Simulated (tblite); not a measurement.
Record of a relaxation.

Species: C14H8F4.
Atom-mapped SMILES: `[F:1][c:2]1[cH:3][cH:4][c:5]2[c:6]([cH:7]1)[CH2:8][c:9]1[cH:10][c:11]([C:12]([F:13])([F:14])[F:15])[cH:16][cH:17][c:18]1-2` (hydrogens: H19 on C3; H20 on C4; H21 on C7; H22, H23 on C8; H24 on C10; H25 on C16; H26 on C17)

Computed with GFN2-xTB (tblite), gas phase: L-BFGS steps from a force-field or distance-geometry start until the largest atomic force falls under 0.01 eV/Å. 7 of its 21 geometries are shown.

Step 0: E = -1442.5333 eV, largest atomic force 1.320 eV/Å
```
atom  x, y, z in Å  |  force x, y, z in eV/Å
F1     -5.363   -0.306    0.391   -0.534  -0.004   0.008
C2     -4.066   -0.041    0.280    1.303   0.209  -0.002
C3     -3.635    1.256   -0.001   -0.415   0.406  -0.159
C4     -2.284    1.568   -0.126   -0.227  -0.701   0.299
C5     -1.368    0.535    0.076   -0.351  -0.031  -0.151
C6     -1.809   -0.775    0.362    0.500   0.024   0.081
C7     -3.148   -1.077    0.474   -0.189   0.113  -0.026
C8     -0.610   -1.698    0.524   -0.230   0.505  -0.084
C9      0.554   -0.766    0.279   -0.368   0.057   0.016
C10     1.898   -1.060    0.296    0.448   0.078  -0.099
C11     2.815   -0.024    0.042   -0.618   0.479   0.036
C12     4.298   -0.308    0.028    0.342   0.175   0.219
F13     5.048    0.758    0.446   -0.493  -0.626  -0.305
F14     4.663   -1.345    0.829   -0.290   0.514  -0.461
F15     4.751   -0.615   -1.216   -0.143   0.104   0.475
C16     2.339    1.283   -0.216    0.238  -0.185  -0.099
C17     0.972    1.573   -0.236    0.455  -0.396   0.082
C18     0.079    0.537    0.015    0.371  -0.018   0.064
H19    -4.393    2.038   -0.137    0.352  -0.396   0.065
H20    -1.958    2.573   -0.339   -0.064  -0.035  -0.016
H21    -3.498   -2.075    0.709    0.044   0.128  -0.056
H22    -0.641   -2.489   -0.235    0.039  -0.018   0.383
H23    -0.570   -2.107    1.545   -0.025  -0.118  -0.424
H24     2.239   -2.078    0.492   -0.025   0.386  -0.048
H25     3.051    2.089   -0.428   -0.271  -0.470   0.164
H26     0.617    2.576   -0.441    0.151  -0.180   0.037
```

Step 3: E = -1442.6398 eV, largest atomic force 0.224 eV/Å
```
atom  x, y, z in Å  |  force x, y, z in eV/Å
F1     -5.362   -0.300    0.389    0.160   0.058  -0.024
C2     -4.041   -0.034    0.282   -0.035  -0.046   0.027
C3     -3.642    1.263   -0.006    0.072  -0.118   0.030
C4     -2.293    1.554   -0.116    0.090  -0.034   0.011
C5     -1.371    0.531    0.069    0.113   0.062  -0.002
C6     -1.798   -0.774    0.366    0.003   0.066  -0.029
C7     -3.141   -1.074    0.474   -0.001   0.054   0.014
C8     -0.616   -1.681    0.520    0.121  -0.041  -0.010
C9      0.550   -0.764    0.280   -0.027   0.043  -0.009
C10     1.901   -1.051    0.291   -0.050   0.024   0.001
C11     2.804   -0.013    0.045   -0.013  -0.064   0.016
C12     4.290   -0.298    0.033   -0.199  -0.022  -0.069
F13     5.030    0.740    0.436   -0.015   0.218   0.048
F14     4.649   -1.328    0.813   -0.163  -0.085   0.082
F15     4.744   -0.611   -1.200   -0.099   0.015  -0.095
C16     2.344    1.277   -0.221   -0.049  -0.067   0.008
C17     0.988    1.561   -0.234   -0.071  -0.074   0.011
C18     0.087    0.536    0.018   -0.074   0.030  -0.007
H19    -4.386    2.028   -0.136   -0.095   0.066  -0.023
H20    -1.965    2.560   -0.337   -0.040  -0.067   0.009
H21    -3.497   -2.067    0.706    0.022   0.065  -0.029
H22    -0.639   -2.490   -0.213    0.005  -0.068   0.090
H23    -0.572   -2.114    1.522   -0.015  -0.094  -0.056
H24     2.241   -2.059    0.490    0.079   0.114  -0.010
H25     3.044    2.069   -0.420    0.157   0.024   0.009
H26     0.629    2.561   -0.438    0.122  -0.059   0.007
```

Step 7: E = -1442.6552 eV, largest atomic force 0.119 eV/Å
```
atom  x, y, z in Å  |  force x, y, z in eV/Å
F1     -5.352   -0.295    0.387   -0.031  -0.026   0.008
C2     -4.034   -0.034    0.285    0.008   0.047  -0.006
C3     -3.638    1.262   -0.005    0.012   0.023   0.003
C4     -2.289    1.550   -0.114   -0.037   0.059  -0.010
C5     -1.365    0.533    0.070   -0.012  -0.043   0.011
C6     -1.791   -0.772    0.364   -0.008  -0.041   0.021
C7     -3.134   -1.069    0.476    0.016  -0.024  -0.003
C8     -0.610   -1.682    0.519   -0.049  -0.054   0.013
C9      0.548   -0.763    0.279    0.010  -0.054   0.007
C10     1.895   -1.047    0.291    0.050  -0.016   0.002
C11     2.797   -0.014    0.045   -0.012   0.041  -0.019
C12     4.276   -0.296    0.030   -0.051   0.025   0.019
F13     5.014    0.754    0.436   -0.080  -0.085  -0.025
F14     4.620   -1.329    0.817   -0.031   0.055  -0.032
F15     4.725   -0.606   -1.205   -0.042   0.015   0.039
C16     2.345    1.275   -0.222    0.026   0.034  -0.002
C17     0.990    1.555   -0.234    0.056   0.058  -0.016
C18     0.086    0.537    0.018    0.057  -0.002  -0.006
H19    -4.389    2.026   -0.138    0.027  -0.019  -0.006
H20    -1.970    2.554   -0.337    0.035   0.062  -0.016
H21    -3.493   -2.060    0.702    0.016  -0.030   0.004
H22    -0.637   -2.502   -0.201    0.016  -0.027  -0.033
H23    -0.574   -2.128    1.514    0.009  -0.010   0.033
H24     2.254   -2.045    0.489    0.022  -0.043   0.020
H25     3.059    2.062   -0.416    0.003  -0.028   0.012
H26     0.646    2.555   -0.437   -0.008   0.083  -0.020
```

Step 10: E = -1442.6583 eV, largest atomic force 0.043 eV/Å
```
atom  x, y, z in Å  |  force x, y, z in eV/Å
F1     -5.351   -0.296    0.387    0.018   0.002   0.002
C2     -4.032   -0.032    0.285    0.002  -0.018   0.008
C3     -3.636    1.264   -0.004    0.017  -0.004  -0.006
C4     -2.287    1.553   -0.114    0.035  -0.016   0.013
C5     -1.364    0.533    0.071    0.021   0.010  -0.016
C6     -1.790   -0.774    0.365   -0.007   0.011   0.009
C7     -3.132   -1.069    0.476   -0.009   0.000  -0.007
C8     -0.611   -1.688    0.520    0.015   0.019  -0.004
C9      0.548   -0.766    0.279    0.014   0.002  -0.002
C10     1.897   -1.049    0.292   -0.020  -0.015  -0.005
C11     2.793   -0.012    0.044   -0.031  -0.004   0.012
C12     4.268   -0.294    0.030   -0.042  -0.001  -0.009
F13     5.003    0.753    0.435    0.009  -0.005   0.009
F14     4.609   -1.327    0.817    0.010   0.005  -0.009
F15     4.715   -0.604   -1.206   -0.007  -0.009   0.008
C16     2.347    1.278   -0.222   -0.031   0.007  -0.007
C17     0.992    1.560   -0.235   -0.022   0.007   0.001
C18     0.090    0.537    0.017    0.001  -0.003   0.002
H19    -4.388    2.025   -0.139    0.004   0.016  -0.005
H20    -1.967    2.559   -0.339    0.018  -0.014   0.000
H21    -3.490   -2.061    0.701    0.001  -0.019   0.003
H22    -0.635   -2.509   -0.202    0.004   0.017   0.005
H23    -0.573   -2.134    1.517    0.002   0.008  -0.013
H24     2.260   -2.046    0.491    0.004  -0.008   0.010
H25     3.066    2.059   -0.414    0.007   0.011   0.001
H26     0.651    2.562   -0.439   -0.013   0.003  -0.001
```

Step 13: E = -1442.6588 eV, largest atomic force 0.026 eV/Å
```
atom  x, y, z in Å  |  force x, y, z in eV/Å
F1     -5.350   -0.296    0.387    0.001   0.005   0.001
C2     -4.032   -0.032    0.286    0.013   0.002  -0.004
C3     -3.634    1.264   -0.004    0.004  -0.001   0.002
C4     -2.285    1.553   -0.113   -0.004   0.000  -0.005
C5     -1.363    0.532    0.070   -0.009  -0.006   0.009
C6     -1.790   -0.773    0.365    0.007  -0.007  -0.006
C7     -3.132   -1.070    0.476    0.010  -0.002   0.004
C8     -0.611   -1.688    0.520   -0.007   0.002   0.001
C9      0.548   -0.767    0.279   -0.005   0.004  -0.001
C10     1.896   -1.051    0.292    0.000   0.006   0.003
C11     2.790   -0.011    0.044    0.006   0.001  -0.003
C12     4.264   -0.294    0.030    0.019  -0.001   0.007
F13     5.001    0.752    0.436   -0.009   0.007   0.001
F14     4.608   -1.326    0.816   -0.011  -0.011   0.004
F15     4.713   -0.604   -1.205   -0.019  -0.001  -0.011
C16     2.345    1.279   -0.223    0.000  -0.002   0.004
C17     0.990    1.561   -0.236   -0.002   0.005  -0.003
C18     0.091    0.536    0.017   -0.009   0.002  -0.004
H19    -4.386    2.026   -0.140    0.025  -0.006   0.000
H20    -1.965    2.558   -0.339    0.017  -0.008   0.001
H21    -3.490   -2.063    0.701    0.007   0.004  -0.003
H22    -0.634   -2.507   -0.202    0.001   0.010  -0.004
H23    -0.573   -2.134    1.516    0.004   0.005   0.000
H24     2.261   -2.046    0.493   -0.002   0.000   0.004
H25     3.067    2.059   -0.413   -0.015  -0.005   0.003
H26     0.649    2.564   -0.440   -0.020   0.000   0.000
```

Step 17: E = -1442.6591 eV, largest atomic force 0.012 eV/Å
```
atom  x, y, z in Å  |  force x, y, z in eV/Å
F1     -5.348   -0.295    0.387    0.000   0.003   0.000
C2     -4.029   -0.032    0.286   -0.003   0.003   0.001
C3     -3.631    1.263   -0.004    0.000   0.001  -0.002
C4     -2.283    1.552   -0.113    0.007   0.001  -0.002
C5     -1.362    0.531    0.071    0.005  -0.002  -0.003
C6     -1.789   -0.774    0.365    0.003   0.000   0.003
C7     -3.131   -1.071    0.476   -0.005   0.000  -0.001
C8     -0.610   -1.687    0.520    0.008  -0.008  -0.001
C9      0.548   -0.766    0.279    0.004  -0.001   0.001
C10     1.896   -1.051    0.292   -0.001   0.007   0.004
C11     2.788   -0.011    0.045    0.000   0.005   0.005
C12     4.262   -0.294    0.030   -0.010  -0.001  -0.003
F13     4.999    0.752    0.436    0.005  -0.005  -0.005
F14     4.605   -1.327    0.816   -0.001   0.002  -0.002
F15     4.707   -0.605   -1.206    0.001   0.004   0.003
C16     2.343    1.280   -0.222   -0.001   0.000   0.002
C17     0.988    1.562   -0.236    0.000  -0.005   0.000
C18     0.090    0.537    0.017    0.000  -0.007   0.003
H19    -4.381    2.026   -0.140   -0.006   0.007  -0.001
H20    -1.959    2.556   -0.339    0.004   0.002  -0.001
H21    -3.488   -2.063    0.701    0.000  -0.001   0.000
H22    -0.634   -2.506   -0.203    0.001  -0.008  -0.007
H23    -0.571   -2.133    1.516    0.002  -0.004   0.005
H24     2.261   -2.046    0.494   -0.008   0.009   0.000
H25     3.065    2.059   -0.412   -0.004   0.008  -0.001
H26     0.645    2.565   -0.440   -0.002  -0.011   0.002
```

Step 20: E = -1442.6591 eV, largest atomic force 0.009 eV/Å
```
atom  x, y, z in Å  |  force x, y, z in eV/Å
F1     -5.348   -0.294    0.388   -0.001   0.003   0.000
C2     -4.029   -0.032    0.286    0.004   0.003   0.000
C3     -3.631    1.263   -0.004    0.001   0.005  -0.002
C4     -2.282    1.552   -0.114    0.000  -0.002   0.001
C5     -1.362    0.531    0.071   -0.001  -0.002  -0.002
C6     -1.789   -0.775    0.365   -0.001  -0.002  -0.001
C7     -3.131   -1.071    0.476    0.002   0.001  -0.001
C8     -0.610   -1.688    0.520   -0.005   0.000   0.000
C9      0.548   -0.766    0.279   -0.006  -0.005   0.003
C10     1.896   -1.050    0.293   -0.002  -0.003   0.002
C11     2.788   -0.010    0.045   -0.005   0.003   0.003
C12     4.261   -0.294    0.030    0.007   0.003  -0.001
F13     4.999    0.752    0.435    0.007   0.002   0.001
F14     4.604   -1.327    0.816   -0.001  -0.002   0.000
F15     4.706   -0.605   -1.206    0.000  -0.002  -0.006
C16     2.342    1.280   -0.222    0.000   0.008  -0.001
C17     0.988    1.562   -0.236   -0.005  -0.002   0.003
C18     0.090    0.536    0.017   -0.001  -0.003   0.001
H19    -4.380    2.027   -0.141    0.000   0.000   0.000
H20    -1.958    2.556   -0.339    0.000  -0.002  -0.001
H21    -3.487   -2.064    0.701   -0.003   0.001   0.000
H22    -0.633   -2.506   -0.204    0.003  -0.002   0.005
H23    -0.571   -2.133    1.516    0.003  -0.006  -0.006
H24     2.260   -2.045    0.495    0.005  -0.005   0.004
H25     3.063    2.060   -0.412    0.002   0.009  -0.001
H26     0.643    2.563   -0.440    0.000  -0.001  -0.001
```

**Question.** Summarise the path.

**Answer.** The energy falls by 0.1258 eV from step 0 to step 20; nine tenths of that is first reached at step 5. It falls at every step. The largest force goes from 1.320 to 0.009 eV/Å. Among the bonds C12–F13 changes most, from 1.368 to 1.343 Å; the atoms move by 0.030 Å rms after alignment.

**Question.** Follow the three bonds and two angles with the largest change from start to end.

**Answer.** 
| step | E above end (eV) | largest force (eV/Å) | C12–F13 (Å) | C11–C16 (Å) | C6–C8 (Å) | H22–C8–H23 (°) | C2–C3–C4 (°) |
| --- | --- | --- | --- | --- | --- | --- | --- |
| 0 | 0.1258 | 1.320 | 1.368 | 1.415 | 1.521 | 112.0 | 121.7 |
| 1 | 0.0586 | 0.441 | 1.350 | 1.403 | 1.508 | 111.0 | 120.0 |
| 2 | 0.0352 | 0.435 | 1.340 | 1.399 | 1.503 | 110.0 | 119.7 |
| 3 | 0.0193 | 0.224 | 1.338 | 1.395 | 1.498 | 108.9 | 119.5 |
| 4 | 0.0126 | 0.193 | 1.341 | 1.393 | 1.498 | 108.1 | 119.5 |
| 5 | 0.0094 | 0.145 | 1.343 | 1.393 | 1.499 | 107.7 | 119.4 |
| 6 | 0.0063 | 0.112 | 1.345 | 1.392 | 1.499 | 107.3 | 119.4 |
| 7 | 0.0039 | 0.119 | 1.345 | 1.392 | 1.500 | 107.2 | 119.3 |
| 8 | 0.0022 | 0.099 | 1.344 | 1.391 | 1.500 | 107.2 | 119.4 |
| 9 | 0.0013 | 0.088 | 1.343 | 1.391 | 1.500 | 107.3 | 119.4 |
| 10 | 0.0008 | 0.043 | 1.342 | 1.391 | 1.500 | 107.3 | 119.4 |
| 11 | 0.0006 | 0.030 | 1.342 | 1.391 | 1.500 | 107.3 | 119.4 |
| 12 | 0.0005 | 0.024 | 1.343 | 1.391 | 1.500 | 107.3 | 119.4 |
| 13 | 0.0004 | 0.026 | 1.343 | 1.391 | 1.500 | 107.3 | 119.4 |
| 14 | 0.0003 | 0.022 | 1.343 | 1.391 | 1.500 | 107.2 | 119.4 |
| 15 | 0.0002 | 0.019 | 1.343 | 1.391 | 1.499 | 107.3 | 119.4 |
| 16 | 0.0001 | 0.017 | 1.343 | 1.391 | 1.499 | 107.3 | 119.5 |
| 17 | 0.0001 | 0.012 | 1.342 | 1.391 | 1.499 | 107.4 | 119.5 |
| 18 | 0.0000 | 0.011 | 1.342 | 1.391 | 1.499 | 107.4 | 119.5 |
| 19 | 0.0000 | 0.012 | 1.342 | 1.391 | 1.499 | 107.4 | 119.5 |
| 20 | 0.0000 | 0.009 | 1.343 | 1.391 | 1.500 | 107.4 | 119.5 |

What follows is the cost of the whole relaxation. On Arm Neoverse V1, one thread, no GPU, shared host with 32 logical CPUs at a one-minute load of 22, this took 0.31 s.
